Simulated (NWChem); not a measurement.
ZrH3Br; SMILES [Br][ZrH3]

Results from NWChem. This build's default masses of Se (78.918 u) and Br (79.917 u) are each other's, which moves their modes by up to 0.6 %. def2 effective core potentials on Zr; no spin-orbit coupling. Each level has its own optimisation; frequencies are unscaled.

For level PBE/def2-SVP (core potentials):

```
Quantity                           Result
---------------------------------  ------
highest harmonic frequency (cm⁻¹)    1695
lowest (cm⁻¹)                         276
zero-point energy (kcal/mol)         11.0
```

Q: Estimate the same quantities for level Hartree-Fock/STO-3G (all-electron, non-relativistic).

A: highest harmonic frequency (cm⁻¹): 2369
lowest (cm⁻¹): 390
zero-point energy (kcal/mol): 15.0
